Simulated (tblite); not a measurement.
Species: C₅H₇F₃O.
Cartesian coordinates in Å at the GFN2-xTB level; atoms count from 1:
```
atom  x, y, z in Å
C1    -1.3811    1.2813   -0.5781
C2    -0.8945    0.7167    0.5097
C3     0.0025   -0.4949    0.4821
C4    -0.7662   -1.7886    0.2535
F5     0.6412   -0.5759    1.7139
O6     1.0124   -0.4288   -0.4993
C7     1.8838    0.6038   -0.4136
F8     1.5281    1.6220   -1.2399
F9     3.0815    0.1913   -0.8514
H10   -1.1425    0.9145   -1.5624
H11   -2.0237    2.1418   -0.5247
H12   -1.1186    1.0794    1.5022
H13   -0.0793   -2.6277    0.3226
H14   -1.2124   -1.7648   -0.7349
H15   -1.5408   -1.8849    1.0088
H16    2.0019    1.0238    0.6001
```

Method: GFN2-xTB as coded in tblite; computed harmonic values from a numerical Hessian at the method's own geometry, unscaled. This tight-binding method is rough: wavenumbers can miss measured ones by several per cent, in bad cases by 10 to 20. One conformer, not necessarily the lowest.

Harmonic wavenumbers (cm⁻¹): 30.7, 74.5, 97.5, 160.4, 172.2, 217.8, 259.3, 304.6, 400.3, 429.7, 479.3, 497.0, 550.8, 596.2, 684.3, 794.2, 894.9, 908.0, 950.5, 988.8, 1011.3, 1022.5, 1075.4, 1095.3, 1132.7, 1153.2, 1213.0, 1259.9, 1267.4, 1312.3, 1377.6, 1395.8, 1447.9, 1457.3, 1710.1, 2892.8, 3053.3, 3056.8, 3072.1, 3086.7, 3114.0, 3146.8.

A = 2250, B = 1324, C = 1022 MHz; mass 140.045 u (most abundant isotopes); point group C1, symmetry number 1.

**Question.** Zero-point energy?

**Answer.** ½Σν̃ = 24923 cm⁻¹ = 71.26 kcal/mol.

**Question.** Entropy at 500 K, 1 bar (ideal gas, RRHO, classical rotation)?

**Answer.** Translation 43.32, rotation 30.59, vibration 47.91: S = 121.8 cal/(mol K).

**Question.** And Cp and H(500 K) − H(0)?

**Answer.** Cp = 52.21 cal/(mol K), of which vibrations give 44.26 (their classical limit is 42 R = 83.5); H(500 K) − H(0) = 15.89 kcal/mol without the zero-point energy, 11.91 from vibrations.

**Question.** Blend soft modes into free rotors: weight 1/[1 + (100 cm⁻¹/ν̃)⁴] for the oscillator and the rest for a rotor with moment μB/(μ + B), μ = h/(8π²ν), B = 10⁻⁴⁴ kg m². What vibrational entropy results?

**Answer.** 43.85 cal/(mol K) in place of 47.91, which changes −T·S at 500 K by +2.03 kcal/mol.

**Question.** What must be added to the electronic energy to get the Gibbs energy at 500 K and 1 bar?

**Answer.** ZPE + [H(500 K) − H(0)] − T·S = 71.26 + 15.89 − 60.91 = 26.24 kcal/mol.

**Question.** How do the functions run with temperature in this model?

**Answer.** 
```json
{"T (K)": "100", "S (cal/(mol K))": "70.3", "Cp (cal/(mol K))": "18.7", "H − H(0) (kcal/mol)": "1.32", "G − H(0) (kcal/mol)": "-5.72", "ln q(vib)": "2.01"}
{"T (K)": "200", "S (cal/(mol K))": "86.2", "Cp (cal/(mol K))": "27.9", "H − H(0) (kcal/mol)": "3.65", "G − H(0) (kcal/mol)": "-13.58", "ln q(vib)": "4.64"}
{"T (K)": "300", "S (cal/(mol K))": "99.2", "Cp (cal/(mol K))": "36.9", "H − H(0) (kcal/mol)": "6.89", "G − H(0) (kcal/mol)": "-22.86", "ln q(vib)": "7.20"}
{"T (K)": "800", "S (cal/(mol K))": "149.7", "Cp (cal/(mol K))": "66.1", "H − H(0) (kcal/mol)": "33.85", "G − H(0) (kcal/mol)": "-85.91", "ln q(vib)": "18.97"}
{"T (K)": "1000", "S (cal/(mol K))": "165.1", "Cp (cal/(mol K))": "71.8", "H − H(0) (kcal/mol)": "47.67", "G − H(0) (kcal/mol)": "-117.42", "ln q(vib)": "23.13"}
```

q(vib) and H(0) count from the zero-point level.

Hindered rotation and anharmonicity are outside this model. Other conformers, if any are populated, would add a mixing term that is left out. The structure is chiral; the term R ln 2 for an equal mix with its mirror image is left out.
